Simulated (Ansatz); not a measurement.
Cl₂H₂S₂Ti (`[SH][Ti]([SH])([Cl])[Cl]`). The species carries charge 0 and has multiplicity 1. Correlated methods include outer-core shells of Ti, which these sets cover unevenly. Scalar relativity is left out up to krypton.

```csv
atom,x (Å),y (Å),z (Å)
S1,-0.243,1.954,0.059
Ti2,-0.040,-0.245,0.559
S3,0.337,-1.383,-1.361
Cl4,1.712,-0.652,1.777
Cl5,-1.944,-0.768,1.464
H6,0.945,1.933,-0.581
H7,-0.767,-0.840,-1.916
```

Give the diagnostics of a CCSD(T)/def2-TZVPP run (frozen core, Ansatz 0.2.0). (Best estimate.)

Computed: T1 = 0.0269, largest single amplitude 0.078, largest double 0.039, (T) share of the correlation energy 6.0 %, 15 CCSD cycles. The RHF solution is stable towards an unrestricted one. T1 lies over the customary mark of 0.02 for closed shells; compounds of d metals often pass it without a breakdown.
